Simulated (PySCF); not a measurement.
Compound: C3H6FNSi.
Cartesian coordinates in Å at the GFN2-xTB level; atoms count from 1:
```xyz
12
C3H6FNSi angstrom
C      2.4665    0.2801    0.4729
C      1.1785    0.5625    0.3580
Si    -0.0891   -0.6437   -0.3267
F      0.2129   -2.1291    0.2211
N     -1.5642   -0.2478    0.4598
C     -2.6655    0.2310    0.1308
H      2.8621   -0.6776    0.1757
H      3.1829    0.9807    0.8752
H      0.8329    1.5388    0.6738
H     -0.0445   -0.7994   -1.7767
H     -2.9528    0.4960   -0.8912
H     -3.4186    0.4079    0.8953
```

Computed, not measured: TDDFT PBE0/def2-SVPD, vertical, gas phase, core orbitals frozen in the response (PySCF 2.14.0, density-fitted response routines). GFN2-xTB frequencies show an imaginary mode (27i cm⁻¹), so this geometry is no minimum at that level.

Ground-to-excited transition dipoles (e·a0, same axes as the geometry; the sign carries no meaning), for the states with f of 0.002 or more among the lowest 8:

```
state  E (eV)      μx      μy      μz
   S2   5.540  -0.391   0.102   0.070
   S4   6.511  -0.187   0.005  -0.140
   S5   6.606   0.032  -0.138  -0.042
   S6   6.668   0.752  -0.059   0.043
   S7   7.090  -1.260  -0.056  -0.206
   S8   7.262   0.671  -0.142  -0.242
```

(1) What oscillator strength does each state have?

(2) Which bond between heavy atoms lies closest to the direction of the S7 transition dipole?

(3) What angle do the transition dipoles of S2 and S7 make?

(4) What peak molar absorption coefficient would the strongest computed level give as a lone Gaussian band 0.3 eV wide at half height?

Results:

(1) f = (2/3) ΔE |μ|² with ΔE in hartree (27.2114 eV).

```tsv
state	|μ|² (au)	|μ| (D)	f
S2	0.168	1.04	0.023
S4	0.055	0.59	0.009
S5	0.022	0.37	0.004
S6	0.571	1.92	0.093
S7	1.632	3.25	0.283
S8	0.530	1.85	0.094
```

(2) C1–C2, at 15° from it; next N5–C6 at 26°.

(3) |cos θ| = |μa·μb| / (|μa| |μb|) = 0.90, so θ ≈ 26° (taken between 0 and 90°, since the signs are arbitrary).

(4) ε(max) = 2.175×10⁸ f / FWHM, with the width in cm⁻¹. S7: 2.175×10⁸ × 0.2834 / 2420 ≈ 25000 L mol⁻¹ cm⁻¹.

One conformer stands for the species.
